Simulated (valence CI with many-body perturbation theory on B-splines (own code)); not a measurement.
# Os55+: one-electron terms

Method: valence CI with perturbative core correlation (CI+MBPT): three valence electrons over a frozen Dirac-Fock core [Ar], a basis of 9 s, 9 p, 10 d, 8 f, 5 g, 3 h, 1 i functions for each j, with the one-electron correlation potential Σ1 (screened to all orders), the two-electron term Σ2, the three-electron term Σ3, Breit, model QED; selected single and double excitations, second order for the rest (own B-spline code, finite nucleus).

The last digits are not significant, and no measured levels were compared; by estimate large intervals hold to a few tenths of a per cent, small ones and those within an open d or f shell to about a per cent. The list stops below the first excitations out of the core. Only levels of the ground parity were solved; by the run's estimate the other parity begins above the list, which can be wrong where configurations are misplaced.

These are the spectroscopic orbitals of the CI (the correlating ones are not listed), shaped by the core and the other valence electrons. h is the expectation value of the core's Dirac-Fock operator, without the valence repulsion; Σ1 is computed up to l = 3 at one energy for each symmetry, that of its lowest orbital but kept below the first core excitation, so for empty shells it is not the orbital's own correlation shift; Breit and QED include the response of the core.

| Orbital | h (hartree) | Σ1 (cm⁻¹) | Breit (cm⁻¹) | QED (cm⁻¹) | ⟨r⟩ (bohr) |
| --- | --- | --- | --- | --- | --- |
| 4s1/2 | -126.59 | -8635 | 18631 | 14502 | 0.3518 |
| 5s1/2 | -77.879 | -3328 | 8922 | 7110 | 0.5709 |
| 6s1/2 | -52.733 | -1675 | 4878 | 3975 | 0.8444 |
| 4p1/2 | -123.32 | -11515 | 29870 | 743 | 0.3448 |
| 5p1/2 | -76.254 | -4147 | 14594 | 382 | 0.5669 |
| 6p1/2 | -51.814 | -2041 | 8057 | 218 | 0.8433 |
| 4p3/2 | -117.83 | -10543 | 17103 | 1970 | 0.3622 |
| 5p3/2 | -73.569 | -3990 | 8455 | 993 | 0.5885 |
| 6p3/2 | -50.303 | -1999 | 5177 | 564 | 0.8693 |
| 3d3/2 | -210.18 | -22358 | 36387 | -2439 | 0.1592 |
| 4d3/2 | -113.36 | -11397 | 14047 | -704 | 0.3402 |
| 5d3/2 | -71.414 | -4360 | 6846 | -317 | 0.5723 |
| 3d5/2 | -206.88 | -20001 | 19581 | -603 | 0.1630 |
| 4d5/2 | -112.11 | -10689 | 7509 | -42.9 | 0.3448 |
| 5d5/2 | -70.785 | -4032 | 3619 | 8.7 | 0.5780 |
| 4f5/2 | -108.14 | -29706 | 2328 | -555 | 0.3044 |
| 5f5/2 | -68.95 | -11352 | 1006 | -258 | 0.5420 |
| 4f7/2 | -107.67 | -22900 | 198 | -260 | 0.3066 |
| 5f7/2 | -68.698 | -8800 | 172 | -108 | 0.5446 |
| 5g7/2 | -67.628 |  | 224 | -83.3 | 0.4849 |
| 5g9/2 | -67.505 |  | -42.3 | -7.5 | 0.4864 |

Among the shells of the start configuration 3d3, Σ1 is largest in size for 3d3/2, where it is 0.048 % of h.

Lowest root of each symmetry, sizes in configuration state functions:

```csv
J,Parity,Roots,Reference,Variational,Second order,Change by selected CI (cm⁻¹),Change by second order (cm⁻¹)
1/2,even,2,43,3427,789,-6586,-1
3/2,even,5,71,6405,5120,-6585,-1
5/2,even,5,79,7792,5614,-4763,-1
7/2,even,3,66,7629,2046,-5877,-1
9/2,even,3,49,6825,1834,-5886,-1
11/2,even,1,25,4720,2148,-6109,-2
```
